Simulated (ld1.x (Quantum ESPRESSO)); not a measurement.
**Which change was made? (Te, PAW)**

tellurium, PAW, made with ld1.x (Quantum ESPRESSO) 7.5 (Wu–Cohen, scalar-relativistic). Core [Ar] 3d10, reference 4s2 4p6 4d10 5s2 5p4. Waves: 4s (bound): rcut 1.00, rcutus 1.15 bohr; 5s (bound): rcut 1.00, rcutus 1.15 bohr; 4p (bound): rcut 1.05, rcutus 1.10 bohr; 5p (bound): rcut 1.05, rcutus 1.10 bohr; 4d (bound): rcut 1.20, rcutus 1.60 bohr; 4d channel at 1.05 Ry: rcut 1.20, rcutus 1.60 bohr. Local part: all-electron potential smoothed inside 1.05 bohr (lloc = -1). Core correction: Bessel-smoothed model core, default radius (core density twice the valence density). Augmentation charge: BESSEL, radius 0.75 bohr.

Cutoffs, loose and tight: the cutoffs (Ry, on a coarse ladder) from which the occupation-weighted sum of valence levels, in a spherical-Bessel basis at the reference potential, stays within 10 and 1 mRy of its value at 400 Ry. They do not see the model core or the augmentation charge, which bear on the density cutoff. Test errors are all-electron minus pseudo excitation energies from the reference, over the configurations 4s2 4p6 4d10 5s2 5p3; 4s2 4p6 4d10 5s2 5p2; 4s2 4p6 4d10 5s2 5p1; 4s2 4p6 4d10 5s1 5p4; 4s2 4p6 4d10 5s2 5p4.3; 4s2 4p6 4d9 5s2 5p5; 4s2 4p6 4d10 5s0 5p6; variants that change the core or the reference have their own tests. The largest error is taken over the tests solved by every variant that gives reliable tests at all, those not shown here included: 4s2 4p6 4d10 5s1 5p4; 4s2 4p6 4d10 5s2 5p1; 4s2 4p6 4d10 5s2 5p2; 4s2 4p6 4d10 5s2 5p3; 4s2 4p6 4d10 5s2 5p4.3.

The base gives: outcome: generated, overlap not positive; bound ghosts: not determined (overlap not positive); largest test error (meV): +12.

(1) After one change the result is: outcome: generated; cutoff, loose: 90 Ry; cutoff, tight: 160 Ry; bound ghosts: none; largest test error (meV): -11. Which change was it?
A. wave 4d channel at 1.05 Ry: rcut 1.20, rcutus 1.60 bohr becomes 4d channel at -2.74 Ry: rcut 1.20, rcutus 1.60 bohr
B. wave 4d channel at 1.05 Ry: rcut 1.20, rcutus 1.60 bohr becomes 4d channel at -2.42 Ry: rcut 1.20, rcutus 1.60 bohr
C. wave 4d channel at 1.05 Ry: rcut 1.20, rcutus 1.60 bohr becomes 4d channel at 2.06 Ry: rcut 1.20, rcutus 1.60 bohr

Answers

(1) C. The others give: wave 4d channel at 1.05 Ry: rcut 1.20, rcutus 1.60 bohr becomes 4d channel at -2.42 Ry: rcut 1.20, rcutus 1.60 bohr → outcome: generated; cutoff, loose: 90 Ry; cutoff, tight: 160 Ry; bound ghosts: d; largest test error (meV): -13 | wave 4d channel at 1.05 Ry: rcut 1.20, rcutus 1.60 bohr becomes 4d channel at -2.74 Ry: rcut 1.20, rcutus 1.60 bohr → outcome: generated; cutoff, loose: 90 Ry; cutoff, tight: 160 Ry; bound ghosts: none; largest test error (meV): -11. A file whose overlap is not positive is unfit for use, and its test errors describe a broken file.
